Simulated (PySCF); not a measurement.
Run record: excited-state job, `[SiH3]Oc1cc[se]n1`.

Computed with TDDFT PBE0/def2-SVPD, vertical, gas phase, core orbitals frozen in the response (PySCF 2.14.0, density-fitted response routines). Geometry: GFN2-xTB. The command runs a driver script over a list of jobs; the input below is this job's line of settings and its coordinates in Å.

Command:
```bash
OMP_NUM_THREADS=1 python probes_run.py task.json out
```

Input:
```
{"job": {"kind": "uv", "xc": "PBE0", "basis": "def2-SVPD", "nstates": 6, "ntriplets": 2}, "charge": 0, "multiplicity": 1}
Si     2.402752     0.057922    -0.113117
O      0.916626    -0.643471    -0.234011
C     -0.246834    -0.054301    -0.019564
C     -1.473297    -0.777914    -0.116901
C     -2.545835     0.011384     0.143883
Se    -1.986282     1.730262     0.526629
N     -0.304780     1.212995     0.291827
H      2.615514     0.530443     1.251510
H      2.523273     1.149998    -1.073435
H      3.186622    -1.121135    -0.457846
H     -1.504991    -1.822442    -0.368489
H     -3.581569    -0.274426     0.143489
```

Output:
```
coarse grid: 51944 points
cycle   1  E = -2937.0375558344  dE =  3.565e-01  |g| = 6.411e-01  |ddm| = 6.196e+00
cycle   2  E = -2936.9269790528  dE =  1.106e-01  |g| = 9.735e-01  |ddm| = 1.958e+00
cycle   3  E = -2937.1126814098  dE = -1.857e-01  |g| = 1.208e-01  |ddm| = 1.262e+00
cycle   4  E = -2937.1157408375  dE = -3.059e-03  |g| = 5.785e-02  |ddm| = 2.770e-01
cycle   5  E = -2937.1165809673  dE = -8.401e-04  |g| = 1.382e-02  |ddm| = 1.031e-01
cycle   6  E = -2937.1166199658  dE = -3.900e-05  |g| = 5.479e-03  |ddm| = 2.535e-02
cycle   7  E = -2937.1166263892  dE = -6.423e-06  |g| = 1.612e-03  |ddm| = 9.286e-03
final grid: 107688 points
cycle   8  E = -2937.1166527254  dE =  2.227e-06  |g| = 3.517e-03  |ddm| = 1.130e-02
cycle   9  E = -2937.1166408404  dE =  1.189e-05  |g| = 7.920e-03  |ddm| = 1.755e-02
cycle  10  E = -2937.1166555979  dE = -1.476e-05  |g| = 2.186e-04  |ddm| = 1.230e-02
cycle  11  E = -2937.1166556118  dE = -1.394e-08  |g| = 4.301e-05  |ddm| = 3.844e-04
cycle  12  E = -2937.1166556122  dE = -3.593e-10  |g| = 5.571e-06  |ddm| = 7.264e-05
converged SCF energy = -2937.1166556122

Static polarisability (au): isotropic 93.957, principal 66.622 92.967 122.282

Singlet excitations
state   eV       nm        f      main configurations
  1   4.7862    259.0   0.00037   H->L+1 0.97
  2   5.0150    247.2   0.14118   H->L 0.94
  3   5.8199    213.0   0.00086   H-2->L 0.90
  4   5.9582    208.1   0.00045   H-1->L+1 0.79, H->L+2 0.10, H-2->L 0.08
  5   6.0518    204.9   0.00081   H->L+2 0.85, H-1->L+1 0.10
  6   6.1129    202.8   0.03345   H-1->L 0.91

Triplet excitations (Tamm-Dancoff, eV): 3.6781 4.1291
```

The SCF starts on a coarse grid where the log names one; the energy can jump when the final grid takes over, and dE then counts from the start density on the new grid. H and L stand for HOMO and LUMO; the number after each pair is its weight.

Question: Which computed singlet has the largest oscillator strength, and what do all of them sum to?

Answer: State 2 at 5.01 eV (247 nm), f = 0.141; the 6 states sum to 0.177.

Question: Give S1 in cm⁻¹ and kJ/mol.

Answer: 4.7862 eV × 8065.54 = 38603 cm⁻¹; × 96.485 = 461.8 kJ/mol.

In short: HOMO -6.80 eV, LUMO -1.04 eV; lowest singlet 4.79 eV; lowest triplet 3.68 eV (Tamm–Dancoff); mean polarisability 94.0 au.

 The PBE0/def2-SVPD calculation is non-relativistic and has no spin–orbit coupling, an omission that weighs most on selenium.

Cost: about 1.6 min of CPU time on one thread (with the writing of density and orbital grids); the machine was shared, so the figure is rough.

One conformer stands for the species.
Labels such as C1 count atoms from 1, the log's own numbers from 0.
